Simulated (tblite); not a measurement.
dimethylacetylene (C₄H₆), singlet, geometry from GFN2-xTB; tblite 0.6.0 with GFN1-xTB.

The tblite input:
```
$ tblite run mol.xyz --method gfn1 --charge 0 --spin 0 --json tblite.json --no-restart

# file mol.xyz
10

C      0.00350171     0.00681221     2.04717461
C      0.00102454     0.00199315     0.59897157
C     -0.00102454    -0.00199315    -0.59897157
C     -0.00350171    -0.00681221    -2.04717461
H     -0.01660974     1.03166869     2.41791685
H     -0.87195983    -0.52171478     2.42454899
H      0.90099445    -0.48578258     2.42139677
H     -0.02489300     1.01555447    -2.42465823
H      0.89271120    -0.50189680    -2.42117830
H     -0.88024308    -0.53782899    -2.41802609
```

### Question
What does tblite print? Leave out banner, timings and long lists.

### Answer

```
xTB calculator
 | screened Coulomb repulsion
 | Coulomb electrostatics
 |  * isotropic Klopman-Ohno-Mataga-Nishimoto electrostatics
 |  * onsite third-order electrostatics
 | DFT-D3(BJ) dispersion correction

halogen bonding energy    0.0000000000000E+00 Eh
repulsion energy          2.5264940000938E-01 Eh
dispersion energy        -2.3516575113545E-03 Eh
number of electrons       2.2000000000000E+01 e
integral cutoff           1.9731147476801E+01 bohr

------------------------------------------------------------
  cycle        total energy    energy error   density error
------------------------------------------------------------
      1     -11.62982269519  -1.1880120E+01   6.2529831E-01
      2     -11.63188036042  -2.0576652E-03   3.7663085E-01
      3     -11.63188784158  -7.4811653E-06   4.8831580E-03
      4     -11.63195239898  -6.4557400E-05   8.3625296E-04
      5     -11.63195314308  -7.4409869E-07   9.0612932E-05
      6     -11.63195315049  -7.4108506E-09   3.7806882E-06
------------------------------------------------------------

electronic energy        -1.1882250892989E+01 Eh
total energy             -1.1631953150491E+01 Eh

Post processing:
 | Mayer-Wiberg bond orders

[Info] JSON dump of results written to 'tblite.json'
```
